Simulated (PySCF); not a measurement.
Compound: C2H9OPSi2.
Z-matrix (Å and degrees, PBE0-D3(BJ)/def2-SVP geometry), rows numbered from 1:
```
O 
Si  1  1.6678
C   2  1.8862  1  106.55
C   3  1.5340  2  111.43  1  -150.49
Si  4  1.8964  3  108.88  2    47.46
P   5  2.2708  4  105.19  3   -43.40
H   1  0.9616  2  116.73  3   178.45
H   2  1.4988  1  110.65  3   122.85
H   3  1.1029  2  110.50  1    84.08
H   3  1.1049  2  105.64  1   -30.37
H   4  1.1047  3  110.69  2   -70.30
H   4  1.1031  3  111.99  2   171.20
H   5  1.4947  4  113.41  3  -165.24
H   5  1.4961  4  110.17  3    72.54
H   6  1.4308  2   92.31  1  -148.57
```

Jobs on this species (15 atoms, 72 electrons) with PySCF (density fitting). Hardware of each: one thread of an INTEL XEON PLATINUM 8581C at 2.30 GHz (shared host). The host was shared with other jobs, so the times are rough. Peak memory is the resident size of the whole Python process, interpreter and libraries included.

Question: Rank these jobs by wall time, shortest first.
A. CAM-B3LYP/def2-SVPD, IEF-PCM dichloromethane; 6 singlets by full TDDFT, polarisability; 207 basis functions
B. BHandHLYP/aug-pcX-1 (pcseg-1 on H, def2-SVPD on Si, def2-SVPD on P); K-edge TDA, 20 lines; 216 basis functions
C. PBE0-D3(BJ)/def2-SVP, grid level 1; geometry optimisation from a GFN2-xTB start shaken at random; 141 basis functions

Answer: B (13 s), A (23 s), C (69 s).

All jobs:

```csv
level and settings,work,basis functions,SCF cycles,wall time,peak memory
"BHandHLYP/aug-pcX-1 (pcseg-1 on H, def2-SVPD on Si, def2-SVPD on P)","K-edge TDA, 20 lines",216,11,13 s,0.95 GiB
"PBE0/pcSseg-1, IEF-PCM dichloromethane","shieldings, ring-centre shieldings",168,13,15 s,0.88 GiB
"PBE0/pcSseg-1, IEF-PCM chloroform","shieldings, ring-centre shieldings, charges and field gradients",168,13,16 s,0.92 GiB
"CAM-B3LYP/def2-SVPD, IEF-PCM dichloromethane","6 singlets by full TDDFT, polarisability",207,13,23 s,1.0 GiB
"CAM-B3LYP/def2-SVPD, IEF-PCM chloroform","6 singlets by full TDDFT, polarisability",207,13,23 s,1.0 GiB
CAM-B3LYP/def2-SVPD,"6 singlets by full TDDFT, polarisability, dynamic polarisability, density and orbital grids written",207,13,32 s,1.0 GiB
"PBE0-D3(BJ)/def2-SVP, grid level 1",geometry optimisation from a GFN2-xTB start shaken at random,141,72,69 s,0.64 GiB
```

Question: What do all jobs in the table cost together?

Answer: About 3.2 min; the longest takes about 36 % of that, and about 5.3 times as long as the shortest.
